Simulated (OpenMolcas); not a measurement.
Ti3+ among 2 point charges of -2 e arranged as a linear pair (D∞h).

```json
{"Program": "OpenMolcas 26.06", "Method": "CASSCF", "Basis": "ANO-RCC-VTZP [6s5p3d2f1g]", "Scalar Hamiltonian": "DKH2, point nucleus", "Active space": "1 electron in 5 orbitals (3d)", "State averaging": "2S+1 = 2 even, 5 roots", "Spin-orbit coupling": "state interaction with AMFI integrals over the reference wave functions"}
```

All point charges move together. At R = 1.71 Å the first state of the same spin is 16408 cm-1, and at R = 1.82 Å it is 13954 cm-1.

Problem. A third run gives 11161 cm-1. What distance was it run at?

Solution. With a power law R^-n the two known points give n = -ln(13954 / 16408) / ln(1.82 / 1.71) = 2.60. Then R = 1.71 × (16408 / 11161)^(1/2.60) = 1.983 Å. The run was at 1.98 Å, so the estimate is off by +0.003 Å.

This is an electrostatic model: the charges have no orbitals. No measured value stands beside these numbers.
